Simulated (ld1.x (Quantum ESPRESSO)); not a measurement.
Building the RRKJ potential for Cl (Z = 17) (PBE, scalar-relativistic).

* Element: Cl
* Generator: ld1.x (Quantum ESPRESSO) 7.5
* Type: norm-conserving RRKJ (Kleinman–Bylander form)
* Functional: PBE
* Relativity: scalar-relativistic
* Frozen core: [Ne]
* Valence charge: 7
* Reference configuration: 3s2 3p5
* Partial waves: 3s (bound): rc 1.40 bohr; 3d channel at 0.15 Ry: rc 1.10 bohr; 3p (bound): rc 1.40 bohr
* Local potential: the p channel
* Core correction: a·sin(br)/r model core inside 0.90 bohr
* rho0: 0.005

What the tests gave:

```
Cutoffs needed           : 40 Ry and 80 Ry (the cutoffs (Ry, on a coarse ladder) from which the occupation-weighted sum of valence levels, in a spherical-Bessel basis at the reference potential, stays within 10 and 1 mRy of its value at 400 Ry)
Ghost test               : no extra level below or beside the all-electron valence levels (s, d, p, f tested) (spherical-Bessel basis up to 400 Ry, 20 bohr box)
Largest excitation error : +164 meV (all-electron minus pseudo) for 3s2 3p1, out of 7 test configurations
```

Generation and tests took about 1.5 s on one core of a shared server CPU.
